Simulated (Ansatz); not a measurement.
`[NH2][Cd][Cl]` + CH₃SH → `C[S][Cd][NH2]` + HCl at 400 K and 1 bar (ligand exchange at a Cd–Cl bond).

Isolated molecules relaxed with PBE0-D4/def2-TZVP in Ansatz; ΔE leaves out vibrations. CCSD(T)/CBS is the MP2 limit (def2-TZVPP, def2-QZVPP) plus CCSD(T) − MP2 in def2-TZVPP, frozen cores. This one scheme is used for every species. Elements past krypton have def2 core potentials. For Cd outer-core shells are correlated without core-valence functions, which leaves a few kJ/mol of doubt a bond. One conformer a species, not always the lowest.

| species | CCSD(T)/CBS energy (Eh) | H − E (kJ/mol) | S (J/(mol·K)) |
| --- | --- | --- | --- |
| `[NH2][Cd][Cl]` | -683.44247 | 90.4 | 325.4 |
| CH₃SH | -438.22835 | 138.7 | 269.4 |
| `C[S][Cd][NH2]` | -661.27260 | 199.6 | 394.6 |
| HCl | -460.38127 | 29.6 | 195.4 |

H − E and S are ideal-gas, rigid-rotor, harmonic terms from PBE0-D4/def2-TZVP, for one conformer and one mirror image of each species. 1 Eh = 2625.50 kJ/mol, R = 8.31446 J/(mol·K).

Q: By hand: ΔE, ΔH, ΔS and ΔG.

A: ΔE = (-661.27260) + (-460.38127) − (-683.44247) − (-438.22835) = 0.01695 Eh = 44.5 kJ/mol. Δ(H − E) = 199.6 + 29.6 − 90.4 − 138.7 = 0.1, so ΔH = 44.6 kJ/mol. ΔS = 394.6 + 195.4 − 325.4 − 269.4 = -4.8 J/(mol·K). ΔG = 44.6 − 400 × (-4.8)/1000 = 46.5 kJ/mol.

Q: By hand: the equilibrium constant, and the temperature at which ΔG would vanish if ΔH and ΔS stayed fixed.

A: log₁₀ K = −ΔG/(RT ln 10) = -6.1. ΔH and −TΔS have one sign here, so there is no such temperature. One of them is within its doubt of zero, so this could turn.

The number of gas molecules stays the same, so ΔS is small and ΔH decides. A doubt of 5 kJ/mol in ΔE shifts log₁₀ K by 0.7 here. Other conformers and mirror images would add mixing entropy, several J/(mol·K) or more a flexible species. These are equilibria of isolated gas molecules and say nothing of rates. Largest T1 diagnostic: 0.014 (customary marks: 0.02 for closed shells, 0.045 for open ones).
